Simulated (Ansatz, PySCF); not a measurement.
Members of the series CXY, Y = amino; each row names its spin state. Gas-phase values, no solvent. One relaxed conformer stands for each flexible species; it need not be the lowest. Strings in code marks are SMILES.

Quantity: adiabatic spin-state energy, in kcal/mol.

Level 1: B3LYP/cc-pVTZ // PBE0-D3(BJ)/def2-TZVP (Ansatz, a first-principles code)
Level 2: LC-ωPBE/cc-pVTZ // PBE0-D3(BJ)/def2-TZVP (Ansatz)
Level 3: PBE-D3(BJ)/def2-TZVP // PBE0-D3(BJ)/def2-TZVP (PySCF)
Level 4: SVWN5/6-31G* // PBE0-D3(BJ)/def2-TZVP (PySCF)

```tsv
species	level 2	level 3	level 4
`B[C]N`: multiplicity 3 minus multiplicity 1	30.1	33.8	38.5
`N[C][SiH3]`: multiplicity 3 minus multiplicity 1	19.2	23.5	26.1
`[CH]N`: multiplicity 3 minus multiplicity 1	28.1	31.5	33.1
`N[C][AlH2]`: multiplicity 3 minus multiplicity 1	14.7	18.3	22.2
`[C-]#[N+][C]N`: multiplicity 3 minus multiplicity 1	32.3	33.4	34.8
```

Q: What does level 1 give for each?

A: 
- `B[C]N`: multiplicity 3 minus multiplicity 1: 34.0
- `N[C][SiH3]`: multiplicity 3 minus multiplicity 1: 24.1
- `[CH]N`: multiplicity 3 minus multiplicity 1: 32.9
- `N[C][AlH2]`: multiplicity 3 minus multiplicity 1: 19.1
- `[C-]#[N+][C]N`: multiplicity 3 minus multiplicity 1: 35.5
